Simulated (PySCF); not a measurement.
Molecule: `[C@@H](C(OC)(F)F)(F)Cl`, C₃H₄ClF₃O.

Geometry:
| atom | x (Å) | y (Å) | z (Å) |
| --- | --- | --- | --- |
| C1 | -1.791 | 0.479 | 0.468 |
| O2 | -0.397 | 0.655 | 0.269 |
| C3 | 0.266 | -0.392 | -0.238 |
| F4 | 0.119 | -1.500 | 0.515 |
| F5 | -0.197 | -0.722 | -1.470 |
| C6 | 1.745 | -0.029 | -0.384 |
| F7 | 2.383 | -1.054 | -0.973 |
| Cl8 | 2.468 | 0.320 | 1.189 |
| H9 | -1.984 | -0.324 | 1.194 |
| H10 | -2.295 | 0.248 | -0.482 |
| H11 | -2.167 | 1.429 | 0.863 |
| H12 | 1.830 | 0.875 | -1.004 |

Geometry PBE0-D3(BJ)/def2-SVP throughout; GIAO in PySCF 2.14.0 with density-fitted response routines, gas phase, one conformer, non-relativistic; equivalent atoms averaged; functional PBE0.

For orientation, 6-31G gives these absolute shieldings σ: C3 77.3, C6 97.7, C1 153.0, F5 295.9, F4 304.2, F7 352.0, Cl8 755.7, H12 26.73, H9/H10/H11 28.81 ppm.

A run gave: C3 60.8, C6 81.7, C1 135.2, F5 286.9, F4 297.6, F7 351.4, Cl8 736.9, H12 25.56, H9/H10/H11 27.63 ppm (absolute shieldings σ).

Which basis set was used in that run?
A. def2-TZVP
B. aug-cc-pVDZ
C. 6-31G*
D. pcSseg-1

## Answers

D. Cl8 tells them apart best: pcSseg-1 gives 736.9, 6-31G* gives 766.9, aug-cc-pVDZ gives 762.9, def2-TZVP gives 719.1 ppm.
